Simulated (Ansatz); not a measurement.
`BS` + `F[SiH](F)S` → `SBS` + `F[SiH2]F` at 600 K and 1 bar (redistribution).

Calculated with Ansatz (gas phase, PBE0-D4/def2-TZVP geometries, no zero-point term in ΔE). CCSD(T)/CBS is the MP2 limit (def2-TZVPP, def2-QZVPP) plus CCSD(T) − MP2 in def2-TZVPP, frozen cores. This one scheme is used for every species. One conformer a species, not always the lowest.

| species | CCSD(T)/CBS energy (Eh) | H − E (kJ/mol) | S (J/(mol·K)) |
| --- | --- | --- | --- |
| `BS` | -424.38198 | 108.7 | 286.1 |
| `F[SiH](F)S` | -887.80771 | 109.3 | 379.0 |
| `SBS` | -822.20000 | 124.4 | 342.4 |
| `F[SiH2]F` | -489.99391 | 92.8 | 309.1 |

H − E and S are ideal-gas, rigid-rotor, harmonic terms from PBE0-D4/def2-TZVP, for one conformer and one mirror image of each species. 1 Eh = 2625.50 kJ/mol, R = 8.31446 J/(mol·K).

Q: By hand: ΔE, ΔH, ΔS and ΔG.

A: ΔE = (-822.20000) + (-489.99391) − (-424.38198) − (-887.80771) = -0.00422 Eh = -11.1 kJ/mol. Δ(H − E) = 124.4 + 92.8 − 108.7 − 109.3 = -0.8, so ΔH = -11.9 kJ/mol. ΔS = 342.4 + 309.1 − 286.1 − 379.0 = -13.6 J/(mol·K). ΔG = -11.9 − 600 × (-13.6)/1000 = -3.7 kJ/mol.

Q: By hand: the equilibrium constant, and the temperature at which ΔG would vanish if ΔH and ΔS stayed fixed.

A: log₁₀ K = −ΔG/(RT ln 10) = 0.3. ΔG = 0 at ΔH/ΔS = 875 K, though so small a ΔS makes that figure unsure.

TΔS isn't small against ΔH here. The sign of ΔG lies within the doubt. A doubt of 5 kJ/mol in ΔE shifts log₁₀ K by 0.4 here. Other conformers and mirror images would add mixing entropy, several J/(mol·K) or more a flexible species. These are equilibria of isolated gas molecules and say nothing of rates. Largest T1 diagnostic: 0.015 (customary marks: 0.02 for closed shells, 0.045 for open ones).
